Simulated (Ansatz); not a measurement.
`C[SiH](F)F` + `N[SiH2]F` → `F[SiH2]N[SiH](F)F` + CH₄ at 400 K and 1 bar (ligand exchange at the Si–C bond).

Program: Ansatz. Geometries: PBE0-D4/def2-TZVP. ΔE: electronic, gas phase. CCSD(T)/CBS adds triple-zeta CCSD(T) − MP2 to the extrapolated MP2 energy (def2 sets, frozen cores). This one scheme is used for every species. Each species was taken in one conformer, which may not be the lowest.

| species | CCSD(T)/CBS energy (Eh) | H − E (kJ/mol) | S (J/(mol·K)) |
| --- | --- | --- | --- |
| `C[SiH](F)F` | -529.27654 | 160.8 | 332.8 |
| `N[SiH2]F` | -446.07709 | 143.8 | 304.9 |
| `F[SiH2]N[SiH](F)F` | -934.91965 | 174.3 | 419.7 |
| CH₄ | -40.46206 | 131.3 | 197.2 |

H − E and S are ideal-gas, rigid-rotor, harmonic terms from PBE0-D4/def2-TZVP, for one conformer and one mirror image of each species. 1 Eh = 2625.50 kJ/mol, R = 8.31446 J/(mol·K).

**Question.** By hand: ΔE, ΔH, ΔS and ΔG.

**Answer.** ΔE = (-934.91965) + (-40.46206) − (-529.27654) − (-446.07709) = -0.02808 Eh = -73.7 kJ/mol. Δ(H − E) = 174.3 + 131.3 − 160.8 − 143.8 = 1.0, so ΔH = -72.7 kJ/mol. ΔS = 419.7 + 197.2 − 332.8 − 304.9 = -20.8 J/(mol·K). ΔG = -72.7 − 400 × (-20.8)/1000 = -64.4 kJ/mol.

**Question.** By hand: the equilibrium constant, and the temperature at which ΔG would vanish if ΔH and ΔS stayed fixed.

**Answer.** log₁₀ K = −ΔG/(RT ln 10) = 8.4. ΔG = 0 at ΔH/ΔS = 3495 K, far beyond where these terms or the molecules hold.

ΔH outweighs TΔS. A doubt of 5 kJ/mol in ΔE shifts log₁₀ K by 0.7 here. Other conformers and mirror images would add mixing entropy, several J/(mol·K) or more a flexible species. Modes under 60 cm⁻¹, often nearly free rotors, make the harmonic entropy too high. These are equilibria of isolated gas molecules and say nothing of rates. Largest T1 diagnostic: 0.012 (customary marks: 0.02 for closed shells, 0.045 for open ones).
